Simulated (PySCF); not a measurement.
C4H7NSi, SMILES C1=NC=C([SiH2]1)C. Coordinates come from a B3LYP-D3(BJ)/def2-SVP optimisation. This is a generated structure with no PubChem entry under its InChIKey; it may be hypothetical.

All values below come from B3LYP-D3(BJ)/def2-SVP (PySCF 2.14.0).

Harmonic wavenumbers (cm⁻¹): 155, 207, 277, 281, 370, 472, 585, 601, 637, 687, 688, 851, 852, 931, 939, 997, 1045, 1063, 1206, 1290, 1311, 1397, 1450, 1457, 1587, 1637, 2219, 2220, 3012, 3077, 3102, 3123, 3153. Rotational constants (GHz): 4.769, 2.819, 1.830; symmetry number 1.

### Question
Work out the zero-point energy and the ideal-gas rigid-rotor harmonic-oscillator thermochemistry at 298.15 K and 1 atm.

### Answer
ZPE = ½ Σ hcν = ½ × 42878 cm⁻¹ = 61.30 kcal/mol. H − E(el) = 66.02 kcal/mol. Entropy in cal/(mol K): translation 39.63, rotation 26.97, vibration 12.52, total 79.12. G − E(el) = 42.43 kcal/mol. Cp = 26.67 cal/(mol K).
